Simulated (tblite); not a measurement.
C6H6N3 (doublet state).
SMILES with atom numbers: `[H]/[N:9]=[CH:8]\[c:7]1[c:2]([CH3:1])[n:3][c:4][cH:5][n:6]1` (hydrogens: H10, H11, H12 on C1; H13 on C5; H14 on C8; H15 on N9)

Structure optimised with GFN2-xTB, isolated species. This method treats the open shell by occupation alone, without spin polarisation.

Q: List the bond lengths, angles and torsions at this level.

A: 
| bond | length (Å) | order |
| --- | --- | --- |
| C1–C2 | 1.489 | single |
| C2–N3 | 1.326 | aromatic |
| N3–C4 | 1.284 | aromatic |
| C4–C5 | 1.394 | aromatic |
| C5–N6 | 1.312 | aromatic |
| N6–C7 | 1.327 | aromatic |
| C7–C8 | 1.474 | single |
| C8=N9 | 1.256 | double |
| C2–C7 | 1.410 | aromatic |
| C1–H10, C1–H11, C1–H12 | 1.088 | single |
| C5–H13 | 1.078 | single |
| C8–H14 | 1.085 | single |
| N9–H15 | 1.020 | single |

Bonds in one row agree within 0.01 Å and their mean is given. Orders are formal, as drawn. A selection of angles:
| angle | degrees |
| --- | --- |
| C1–C2–N3 | 119.0 |
| C1–C2–C7 | 125.1 |
| N3–C2–C7 | 115.9 |
| C2–N3–C4 | 123.4 |
| N3–C4–C5 | 121.0 |
| C4–C5–N6 | 117.5 |
| C5–N6–C7 | 121.7 |
| N6–C7–C8 | 116.8 |
| C2–C7–N6 | 120.4 |
| C2–C7–C8 | 122.8 |
| C7–C8–N9 | 126.4 |
| H15–N9–C8 | 114.1 |

Dihedral angles: N6–C7–C8–N9 0° (synperiplanar); H15–N9–C8–C7 0° (synperiplanar).

C5 (carbon bonded to C, N and H) is planar (angles 124.5°, 118.0° and 117.5°, sum 360.0°, 0.00 Å off the plane of its three neighbours). The 6-membered ring C2–N3–C4–C5–N6–C7 has internal angles of 115.9° to 123.4° (sum 720°, against 720° for a flat polygon); it is planar, 0.00 Å rms from its mean plane, widest ring torsion 0°. C8 (carbon bonded to C, N and H) is planar (angles 126.4°, 117.2° and 116.4°, sum 360.0°, 0.00 Å off the plane of its three neighbours). C7 (carbon bonded to 2 C and N) is planar (angles 122.8°, 120.4° and 116.8°, sum 360.0°, 0.00 Å off the plane of its three neighbours). N6 (nitrogen bonded to 2 C) is bent (angle 121.7°). Of the pairs four or more bonds apart, N6···H15 is among the closest relative to their van der Waals radii: 2.42 Å, 88 % of the sum of Bondi's values. The 9 heavy atoms lie in one plane (0.002 Å rms).

Point group: Cs (tolerance 0.08 Å). Its GFN2-xTB frequencies are all real (lowest 70 cm⁻¹). 3 starts were optimised and ended at 0.00, 0.01 and 0.02 kcal/mol (GFN2-xTB); the lowest of these is shown.

One conformer stands for the species.

These are computed values.
